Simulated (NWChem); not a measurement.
System: GeHCl, singlet; SMILES [Cl][GeH]

Input file for NWChem:

```
start job
memory heap 200 mb stack 900 mb global 1100 mb
geometry units angstroms noautoz
  Ge    -0.017290    -0.756268     0.000000
  H      1.579635    -0.869610     0.000000
  Cl    -0.002840     1.425353     0.000000
end
basis spherical
  * library sto-3g
end
dft
  xc b3lyp
  iterations 150
  mulliken
end
task dft energy
```

NWChem printed, in part:

```
             Northwest Computational Chemistry Package (NWChem) 7.3.0
             --------------------------------------------------------

 CS  symmetry detected

                             Geometry "geometry" -> ""
                             -------------------------

 Output coordinates in angstroms (scale by  1.889725989 to convert to a.u.)

  No.       Tag          Charge          X              Y              Z
 ---- ---------------- ---------- -------------- -------------- --------------
    1 Ge                  32.0000    -0.04048364    -0.73929435     0.00000000
    2 H                    1.0000     1.55586532    -0.86047960     0.00000000
    3 Cl                  17.0000    -0.01531698     1.44222934     0.00000000

 Effective nuclear repulsion energy (a.u.)     145.7549517625

      Symmetry information
      --------------------

 Group name             Cs
 Group number              2
 Group order               2
 No. of unique centers     3

                                 NWChem DFT Module
                                 -----------------

 Summary of "ao basis" -> "ao basis" (spherical)
 ------------------------------------------------------------------------------
       Tag                 Description            Shells   Functions and Types
 ---------------- ------------------------------  ------  ---------------------
 Ge                          sto-3g                  8       18   4s3p1d
 H                           sto-3g                  1        1   1s
 Cl                          sto-3g                  5        9   3s2p

      Symmetry analysis of basis
      --------------------------

        a'         21
        a"          7

            General Information
            -------------------
          SCF calculation type: DFT
          Wavefunction type:  closed shell.
          No. of atoms     :     3
          No. of electrons :    50
           Alpha electrons :    25
            Beta electrons :    25
          Charge           :     0
          Spin multiplicity:     1
          Use of symmetry is: on ; symmetry adaption is: on
          Maximum number of iterations: 150
          AO basis - number of functions:    28
                     number of shells:    14
          Convergence on energy requested:  1.00D-06
          Convergence on density requested:  1.00D-05
          Convergence on gradient requested:  5.00D-04

              XC Information
              --------------
                         B3LYP Method XC Potential
                     Hartree-Fock (Exact) Exchange  0.200
                        Slater Exchange Functional  0.800 local
                    Becke 1988 Exchange Functional  0.720 non-local
              Lee-Yang-Parr Correlation Functional  0.810
                  VWN I RPA Correlation Functional  0.190 local

             Grid Information
             ----------------
          Grid used for XC integration:  medium
          Radial quadrature: Mura-Knowles
          Angular quadrature: Lebedev.
          Tag              B.-S. Rad. Rad. Pts. Rad. Cut. Ang. Pts.
          ---              ---------- --------- --------- ---------
          Ge                  1.25      112           7.0       590
          H                   0.35       45           7.0       434
          Cl                  1.00       88           8.0       590
          Grid pruning is: on
          Number of quadrature shells:   245
          Spatial weights used:  Erf1

      Superposition of Atomic Density Guess
      -------------------------------------

 Sum of atomic energies:       -2506.63963332

      Non-variational initial energy
      ------------------------------

 Total energy =   -2506.446130
 1-e energy   =   -3807.741409
 2-e energy   =    1155.540327
 HOMO         =      -0.098344
 LUMO         =       0.122978

      Symmetry analysis of molecular orbitals - initial
      -------------------------------------------------

  Numbering of irreducible representations:

     1 a'          2 a"

  Orbital symmetries:

     1 a'          2 a'          3 a'          4 a'          5 a'
     6 a"          7 a'          8 a'          9 a'         10 a"
    11 a'         12 a'         13 a'         14 a"         15 a'
    16 a'         17 a'         18 a'         19 a"         20 a"
    21 a'         22 a'         23 a"         24 a'         25 a'
    26 a"         27 a'         28 a'

     ---------------------------------------------
      Total Density - Mulliken Population Analysis
     ---------------------------------------------

    Atom       Charge   Shell Charges
 -----------   ------   -------------------------------------------------------
    1 Ge  32    31.10   2.00  2.00  6.00  2.00  5.93  1.84  1.35  9.99
    2 H    1     1.25   1.25
    3 Cl  17    17.65   2.00  2.00  5.99  1.97  5.68

   convergence    iter        energy       DeltaE   RMS-Dens  Diis-err
 ---------------- ----- ----------------- --------- --------- ---------
 d= 0,ls=0.0,diis     1  -2508.7362078573 -2.65D+03  5.64D-02  1.83D-01
 d= 0,ls=0.0,diis     2  -2508.7210879908  1.51D-02  3.27D-02  2.73D-01
 d= 0,ls=0.0,diis     3  -2508.7927676328 -7.17D-02  5.19D-03  6.59D-03
 d= 0,ls=0.0,diis     4  -2508.7944088187 -1.64D-03  7.44D-04  3.50D-05
 d= 0,ls=0.0,diis     5  -2508.7944298561 -2.10D-05  2.64D-04  2.84D-06
  Resetting Diis
 d= 0,ls=0.0,diis     6  -2508.7944326417 -2.79D-06  1.80D-04  5.18D-07
 d= 0,ls=0.0,diis     7  -2508.7944335289 -8.87D-07  5.38D-05  7.33D-08
 d= 0,ls=0.0,diis     8  -2508.7944336373 -1.08D-07  2.63D-05  1.99D-08
 d= 0,ls=0.0,diis     9  -2508.7944336656 -2.83D-08  2.82D-05  7.35D-09
 d= 0,ls=0.0,diis    10  -2508.7944336788 -1.32D-08  5.33D-06  1.19D-09

         Total DFT energy =    -2508.794433678836
      One electron energy =    -3801.715484379160
           Coulomb energy =     1255.591900994533
    Exchange-Corr. energy =     -108.425802056731
 Nuclear repulsion energy =      145.754951762522

[...]
```

Level: B3LYP/STO-3G. Low-valent species are run as closed-shell singlets; no triplet was tried in these runs. Coordinates come from a PBE0-D3(BJ)/def2-TZVP optimisation.
